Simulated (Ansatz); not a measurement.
Correlation energies of CH$_{4}$AlNO, SMILES `N=[C](O)[AlH2]` by basis set

```xyz
8

N     1.211   -0.004   -1.017
C     0.185    0.376   -0.370
O    -0.327    1.596   -0.639
Al   -0.735   -0.703    1.021
H     1.508   -0.934   -0.734
H     0.230    1.988   -1.332
H    -0.061   -2.117    1.261
H    -2.010   -0.203    1.810
```

Total charge 0; spin multiplicity 1. All single points use the PBE0-D4/def2-TZVP geometry. It is one conformer, not always the lowest. Frozen core, restricted reference, the Gaussian-basis code of Ansatz. CBS rows extrapolate triple and quadruple zeta; past MP2 they add the triple-zeta difference.

| basis | HF (Eh) | MP2 corr. | CCSD corr. | (T) | CCSD(T) total |
| --- | --- | --- | --- | --- | --- |
| def2-SVP | -411.18945 | ? | ? | -0.01805 | ? |
| def2-TZVPP | ? | -0.67781 | -0.70197 | -0.02964 | ? |
| def2-QZVPP | -411.49483 | ? | – | – | – |
| CBS(def2) | -411.49691 | -0.76504 | -0.78920 | as TZ | -412.31575 |

(1) Fill in the withheld values. (Best estimate.)

Results:

(1) Ansatz gave: def2-SVP MP2 corr.: -0.54216; def2-SVP CCSD corr.: -0.57408; def2-SVP CCSD(T) total: -411.78158; def2-TZVPP HF (Eh): -411.47974; def2-TZVPP CCSD(T) total: -412.21135; def2-QZVPP MP2 corr.: -0.72792.
